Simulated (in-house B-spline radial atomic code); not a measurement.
How numerical settings move a run on Mg2+, [He] 2s2 2p6. Computed with an all-electron radial atomic-structure program (B-spline basis): non-relativistic M06-2X, spin-polarised, spherical fractional occupations, point nucleus.

Command:
```bash
python run_scf.py task.json out
```
Settings of the sound reference run:
```
Z                12
electrons        10
configuration    [He] 2s2 2p6
hamiltonian      nr
method           m062x
spin_polarised   True
knot_spacing     0.22
spline_order     8
gauss_points     12
box_radius       22.22
max_iterations   70
damping          0.5
damped_steps     3
diis_vectors     10
tolerance        1e-08
start            Thomas-Fermi
```

Run time, properties included: 0.34 s on 1 thread of Arm Neoverse N1, on a shared host.

It converges in 8 iterations to -199.223781 hartree, with 2p up at -74.748 eV. The other runs change the listed settings, some to values that make no sense; their results aren't properties of the atom or ion. Radii are in bohr (the nuclear one in fm), a minus after a letter asks for a j subshell, and «unchanged» means within 1e-8 hartree. The run stops when the residual is below 10 × tolerance × max(1, Z/10), or a noise floor if that is larger, and the energy moves by less than 1e-8 × √|E| hartree; so very loose and very tight tolerances often act alike.

| changed settings | outcome |
| --- | --- |
| first_knot = 8.33e-05 | converged in 7 iterations, energy -2.58e-05 hartree from the reference, 2p up level -2.0e-02 eV |
| tolerance = 1e-06 | converged in 7 iterations, energy unchanged, 2p up level -6.1e-05 eV |
| first_knot = 0.00833 | converged in 8 iterations, energy -6.89e-05 hartree from the reference, 2p up level -1.5e-02 eV |
| first_knot = 0.025 | converged in 8 iterations, energy -7.02e-05 hartree from the reference, 2p up level -1.4e-02 eV |
| spline_order = 3 | converged in 8 iterations, energy +3.05e-03 hartree from the reference, 2p up level +6.3e-03 eV |
| first_knot = 8.33e-06 | converged in 6 iterations, energy +3.32e-04 hartree from the reference, 2p up level +3.7e-03 eV |
| gauss_points = 4, max_iterations = 12, diis_vectors = 20, start = bare nucleus | converged in 8 iterations, energy -1.09e-06 hartree from the reference, 2p up level +4.0e-05 eV |
| spline_order = 5 | converged in 8 iterations, energy -1.49e-04 hartree from the reference, 2p up level -1.4e-02 eV |
| tolerance = 1e-13 | converged in 9 iterations, energy unchanged |
| knot_spacing = 1, first_knot = 0.000833, max_iterations = 12, start = bare nucleus | converged in 8 iterations, energy +3.34e-01 hartree from the reference, 2p up level -4.0e-01 eV (the program warns: 2s up reaches the box edge; 2s down reaches the box edge) |
| spline_order = 4 | converged in 8 iterations, energy +6.56e-04 hartree from the reference, 2p up level -1.8e-02 eV |
| spline_order = 6 | converged in 8 iterations, energy +4.24e-04 hartree from the reference, 2p up level +4.0e-03 eV |
| first_knot = 0.000833 | converged in 8 iterations, energy +3.94e-04 hartree from the reference, 2p up level -2.2e-03 eV |
| hamiltonian = dirac, method = hf, spin_polarised = False, nucleus = fermi, rms_radius = 3.057, mass_number = 24, atomic_mass = 23.98504, speed_of_light = 6.002177 | stopped with error: Z/c is past the critical charge |

Problem. What happens with spline_order = 10?

Solution. Converged in 8 iterations, energy +9.82e-05 hartree from the reference, 2p up level -2.3e-02 eV.

Problem. What happens with spline_order = 7?

Solution. Converged in 8 iterations, energy +1.48e-04 hartree from the reference, 2p up level -2.7e-02 eV.

Problem. What happens with first_knot = 0.0833?

Solution. Converged in 8 iterations, energy +4.25e-04 hartree from the reference, 2p up level -8.4e-03 eV.

Problem. What happens with first_knot = 0.25?

Solution. Converged in 8 iterations, energy +8.42e-04 hartree from the reference, 2p up level -9.8e-03 eV.
